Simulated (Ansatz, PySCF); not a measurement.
CH9NSi4. Atoms are numbered in the order given.

```xyz
15

Si    -2.4870    -0.9504    -0.5318
Si    -0.7197    -0.1594     0.7870
Si     1.2784    -1.3114     0.3182
C      2.3058     0.1607    -0.4460
N      1.8756     1.3611    -0.5755
Si     0.2335     1.8492    -0.0540
H     -2.8954    -2.3453    -0.1393
H     -2.0189    -0.9670    -1.9631
H     -3.6895    -0.0502    -0.4278
H     -1.0322    -0.1240     2.2592
H      2.0035    -1.8801     1.5114
H      1.1488    -2.4080    -0.7092
H      3.3458    -0.0575    -0.7999
H      0.3778     2.9488     0.9611
H     -0.4768     2.3989    -1.2602
```
Charge 0, spin multiplicity 1.

Coordinates come from a PBE-D3(BJ)/def2-SVP optimisation. The structure was generated by enumeration; whether it is a known compound was not checked.

Vertical ionisation energy (IE) and electron affinity (EA) in eV. Rows of orbital energies are one-electron estimates. Where ΔSCF, EOM or ADC give a negative EA the extra electron is unbound and the value depends on the basis.

```csv
level,IE,EA
"−ε(HOMO), −ε(LUMO), M06-2X/def2-TZVP (PySCF)",7.72,0.39
"−ε(HOMO), −ε(LUMO), PBE/def2-TZVP (PySCF)",5.50,2.51
"ΔSCF, PBE0/def2-SVPD (Ansatz), final states of multiplicity 2 and 2",8.33,-0.15
"ΔSCF, PBE/def2-SVPD (Ansatz), final states of multiplicity 2 and 2",8.13,-0.02
```

Q: What vertical singlet–triplet gap does ΔSCF give with PBE0/def2-SVPD (Ansatz, a quantum-chemistry and plane-wave program) and with PBE/def2-SVPD (Ansatz)? (Estimate from the structure and the level; the computed values follow.)

A: 2.76 and 2.76 eV (triplet above singlet where positive).
